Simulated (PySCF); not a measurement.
```xyz
5
charge 0 multiplicity 3, angstrom
Ru   -0.0079    0.0000   -0.0318
H     0.4982    1.5535    0.1391
H     0.4982   -1.5535    0.1391
H     0.4395    0.0000    1.4768
H    -0.5938    0.0000    1.4351
```

These are results of UPBE0 in PySCF with Ru def2-TZVP with ECP28, H def2-TZVP; scalar-relativistic core potentials, no spin–orbit coupling; density-fitted integrals, not measurements.

This geometry of RuH₄ is a stationary point at this level.

(1) What is the point group?

(2) Is it a minimum?

(3) List the harmonic modes with their infrared intensities.

(4) What are the dipole moment and the gap between the highest occupied and lowest empty levels of either spin?

Answers

(1) Cs.

(2) No: it has 1 imaginary mode, at 562i cm⁻¹ (a'').

(3) 
| symmetry | ω (cm⁻¹) | IR (km/mol) |
| --- | --- | --- |
| a'' | 562i | – |
| a' | 487 | 97.6 |
| a'' | 640 | 224 |
| a' | 768 | 76.0 |
| a' | 833 | 77.7 |
| a'' | 1734 | 464 |
| a' | 1935 | 50.3 |
| a' | 2223 | 8.1 |
| a' | 2291 | 7.4 |

(4) 1.41 D and 2.90 eV.

Other isomers or separated fragments may lie lower. Open d and f shells are described by one determinant, and the ground state may have another occupation or spin. At this level a singlet minimum of C4v symmetry lies 116 kJ/mol below this structure.
